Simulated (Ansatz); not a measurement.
This geometry of H3NOSn (6 atoms, charge 0, multiplicity 1) is a first-order saddle point.

Method: RKS revPBE/def2-SVP (Ansatz).

```xyz
6
Properties=species:S:1:pos:R:3
N -0.323 0.622 -0.617
Sn 1.221 -0.826 -0.245
O 0.343 -1.229 1.546
H -0.844 0.412 -1.486
H 0.067 1.566 -0.786
H -0.423 -0.610 1.542
```

Which two structures does it join? (They come from a converged band through this point; their orientation in space is the band's.)

No bond is made or broken. The dihedral H4–N1–Sn2–O3 goes from -180 to 0°. The two ends are copies of one structure, up to a mirror image or an exchange of like atoms.

Initial state:

```xyz
6
Properties=species:S:1:pos:R:3
N -0.683 0.036 -0.843
Sn 0.713 -1.323 -0.126
O 1.321 -0.225 1.488
H -1.247 -0.134 -1.683
H -0.917 0.952 -0.444
H 0.854 0.630 1.562
```

Final state:

```xyz
6
Properties=species:S:1:pos:R:3
N -0.663 0.048 -0.859
Sn 0.722 -1.317 -0.132
O 1.287 -0.246 1.515
H -0.915 0.953 -0.446
H -1.205 -0.109 -1.716
H 0.817 0.607 1.592
```

How far does it lie above each of them?

7.6 kcal/mol above the first and 7.6 kcal/mol above the second. This is the barrier of this one path; another mechanism may lie lower.

Run time: 87 s on 1 CPU thread of a shared host.
